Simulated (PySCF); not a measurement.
# Effect of structural changes

The calculation used TDDFT PBE0/def2-SVPD circular dichroism and optical rotation, one conformer, gas phase (PySCF). Geometry: GFN2-xTB.

Each molecule in one low-energy conformer. The parent is C[C@@H]1[CH2][GeH2][Ge@@H]1[Br].

The calculation is non-relativistic, which matters for the atoms heavier than Zn.

(1) How does the specific rotation at 589.3 nm (origin-invariant length gauge) change along this series?
- C[C@@H]1[CH2][GeH2][Ge@@H]1[Br] (base)
- C[C@H]1[CH2][GeH2][Ge@@H]1[Br] (diastereomer)

Results:

(1) 
```tsv
molecule	[α]589 (deg dm⁻¹ (g/mL)⁻¹)	S1 (eV)	R(S1), velocity form (10⁻⁴⁰ esu² cm²)
C[C@@H]1[CH2][GeH2][Ge@@H]1[Br]	+104.4	5.09	+12.1
C[C@H]1[CH2][GeH2][Ge@@H]1[Br]	+92.9	5.05	+2.6
```
The specific rotation at 589.3 nm (origin-invariant length gauge) is lowest for C[C@H]1[CH2][GeH2][Ge@@H]1[Br] and highest for C[C@@H]1[CH2][GeH2][Ge@@H]1[Br].
